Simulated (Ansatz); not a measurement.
PdS₂⁺ (the lowest doublet isomer of a short search). Total charge 1; doublet. Geometry PBE-D4/def2-TZVP, basis def2-TZVP, Ansatz.

```xyz
3

Pd   -0.224    1.349   -0.074
S     0.111   -0.728   -0.930
S     0.113   -0.621    1.004
```

| run | HOMO (eV) | LUMO (eV) |
| --- | --- | --- |
| A | -14.81 | -7.70 |
| B | -12.55 | -10.00 |
| C | -14.05 | -8.71 |
| D | -12.84 | -9.79 |
| E | -11.47 | -10.67 |
| F | -11.76 | -10.63 |

In the def2 sets Pd takes a core potential; there is no spin–orbit coupling. B3LYP takes the VWN-RPA correlation. The structure comes from a short search, and lower isomers may exist.

HOMO and LUMO are taken over both spins.

The runs used B3LYP, BHLYP, PBE, PBE0, r2SCAN, ωB97M-V. Estimate which is which.

A ωB97M-V (range-separated); B B3LYP (20 % exact exchange); C BHLYP (50 % exact exchange); D PBE0 (25 % exact exchange); E PBE (0 % exact exchange); F r2SCAN (0 % exact exchange). Exact exchange lowers occupied and raises empty levels; among semilocal functionals meta-GGAs tend to open the gap a little, and such runs are hard to tell apart. The gap grows from 0.80 eV (PBE) to 7.11 eV (ωB97M-V).
